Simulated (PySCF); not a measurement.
**Removing an electron from `NC[C@@H]1CO[SiH2]C1`**

C4H11NOSi.
Z-matrix (Å and degrees, PBE0-D3(BJ)/def2-SVP geometry), rows numbered from 1:
```
N 
C   1  1.4464
C   2  1.5301  1  116.91
C   3  1.5359  2  113.11  1   -59.85
O   4  1.4110  3  109.94  2  -165.79
Si  5  1.6829  4  112.21  3    24.82
C   3  1.5388  2  113.53  1   178.16
H   1  1.0172  2  111.41  3    61.60
H   1  1.0179  2  110.88  3   -57.19
H   2  1.1053  1  108.40  3  -122.90
H   2  1.1033  1  108.52  3   123.01
H   3  1.1075  2  107.96  1    58.48
H   4  1.1023  3  111.37  2    73.64
H   4  1.1101  3  109.48  2   -44.77
H   6  1.4936  5  110.60  4  -121.79
H   6  1.4932  5  111.57  4   117.13
H   7  1.0998  3  112.54  2   -75.97
H   7  1.1048  3  110.34  2    44.00
```

Level: wB97X-D/def2-SVPD (PySCF). Frontier orbitals with their largest atomic shares (Löwdin; up to four atoms above 4 %):

```csv
orbital,ε (eV),main atoms
HOMO−3,-11.10,"C7 17 %, Si6 16 %, C3 12 %, H16 11 %"
HOMO−2,-10.50,"O5 34 %, C7 20 %, Si6 11 %, C3 10 %"
HOMO−1,-9.80,"O5 49 %, C4 12 %, Si6 10 %, H14 8 %"
HOMO,-8.90,?
LUMO,2.07,"Si6 34 %, H15 11 %, H16 11 %, C7 9 %"
LUMO+1,2.14,"Si6 26 %, O5 9 %, C4 8 %, C7 6 %"
LUMO+2,2.58,"Si6 18 %, H9 11 %, H8 11 %, N1 10 %"
```

**Question.** What vertical ionisation energy does ΔSCF give, and how far is −ε(HOMO) from it?

**Answer.** ΔSCF: 9.27 eV (895 kJ/mol; threshold wavelength 134 nm); ⟨S²⟩ of the doublet left behind is 0.756, against 0.75 for a pure doublet. −ε(HOMO) is 8.90 eV, 0.37 eV below it. In exact Kohn–Sham theory the two would be equal; wB97X-D (range-separated hybrid) falls short of its own ΔSCF value by 4 %.

**Question.** On which atoms does the HOMO lie?

**Answer.** N1 (primary amine nitrogen) 57 %, C2 (sp3 carbon bound to nitrogen) 11 %, C3 (sp3 CH carbon) 9 %, H9 (N–H hydrogen) 5 %, so more than half of it is on one atom. The HOMO−1 lies 0.90 eV lower.

**Question.** Shift the occupied levels rigidly so that −ε(HOMO) equals the ΔSCF value. What binding energies result?

**Answer.** The shift is +0.37 eV: HOMO 9.27, HOMO−1 10.17, HOMO−2 10.87, HOMO−3 11.47 eV. A rigid shift is only a rough guide to the deeper ionisations.

**Question.** How many of the 10 lowest singlet excitations (vertical TDDFT, same level) lie below the ionisation energy?

**Answer.** All 10; they run from 6.58 to 8.49 eV.

The structure is a single PBE0-D3(BJ)/def2-SVP conformer in the gas phase; no vibrational or solvent corrections.
